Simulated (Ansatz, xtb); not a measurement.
# Two isomers of C6H3FOS

Structure I: `Fc1cc2sccc2o1`, a singlet. Structure II: `Fc1coc2ccsc12`, a singlet. Both are isolated molecules in the gas phase, relaxed with B3LYP-D3(BJ)/def2-SVP.

Quicker runs give these differences E(II) − E(I): GFN2-xTB +9.4 kJ/mol; HF/STO-3G +19.5 kJ/mol (at GFN2-xTB geometries); r2SCAN-D4/def2-SVP +21.3 kJ/mol (at GFN2-xTB geometries).

Estimate E(II) − E(I) at the level CCSD(T)/def2-SVP + ΔMP2/def2-TZVPP.

Calculated at CCSD(T)/def2-SVP + ΔMP2/def2-TZVPP: E(II) − E(I) = +18.6 kJ/mol, so structure I lies lower.

Level by level:

```json
{"level": "GFN2-xTB", "geometry": "GFN2-xTB", "E(II) − E(I) (kJ/mol)": "+9.4", "departure from the last row (kJ/mol)": "−9.2", "job, with rough time for the two": "optimisation, 0.11 s"}
{"level": "HF/STO-3G", "geometry": "GFN2-xTB", "E(II) − E(I) (kJ/mol)": "+19.5", "departure from the last row (kJ/mol)": "+0.8", "job, with rough time for the two": "single point, 0.4 s"}
{"level": "r2SCAN-D4/def2-SVP", "geometry": "GFN2-xTB", "E(II) − E(I) (kJ/mol)": "+21.3", "departure from the last row (kJ/mol)": "+2.6", "job, with rough time for the two": "single point, 3.8 s"}
{"level": "B3LYP-D3(BJ)/def2-SVP", "geometry": "B3LYP-D3(BJ)/def2-SVP", "E(II) − E(I) (kJ/mol)": "+19.0", "departure from the last row (kJ/mol)": "+0.4", "job, with rough time for the two": "optimisation, 26 s"}
{"level": "HF/def2-SVP", "geometry": "B3LYP-D3(BJ)/def2-SVP", "E(II) − E(I) (kJ/mol)": "+22.3", "departure from the last row (kJ/mol)": "+3.7", "job, with rough time for the two": "part of the CCSD(T) run"}
{"level": "MP2/def2-SVP", "geometry": "B3LYP-D3(BJ)/def2-SVP", "E(II) − E(I) (kJ/mol)": "+23.2", "departure from the last row (kJ/mol)": "+4.6", "job, with rough time for the two": "part of the CCSD(T) run"}
{"level": "CCSD(T)/def2-SVP", "geometry": "B3LYP-D3(BJ)/def2-SVP", "E(II) − E(I) (kJ/mol)": "+20.8", "departure from the last row (kJ/mol)": "+2.2", "job, with rough time for the two": "single point"}
{"level": "CCSD(T)/def2-SVP + ΔMP2/def2-TZVPP", "geometry": "B3LYP-D3(BJ)/def2-SVP", "E(II) − E(I) (kJ/mol)": "+18.6", "departure from the last row (kJ/mol)": "", "job, with rough time for the two": "single point, 92 s"}
```

As drawn, both hold the same kinds of bond in the same numbers.

The levels shown agree on the order. The largest departure from CCSD(T)/def2-SVP + ΔMP2/def2-TZVPP is that of GFN2-xTB, 9.2 kJ/mol. The last row adds to CCSD(T) the change of the MP2 difference between the two basis sets, here −2.2 kJ/mol.

With thermal terms from frequencies at re-optimised GFN2-xTB minima (ideal gas, soft modes damped towards free rotors, one conformer each, 298.15 K, 1 atm): the zero-point term adds −0.1 kJ/mol; ΔH is +18.5 and ΔG +18.4 kJ/mol.

The correlated steps freeze 13 core orbitals. Programs: Ansatz 0.2.0, xtb 6.7.1; the last row on 4 threads of Arm Neoverse V2 on a shared host.
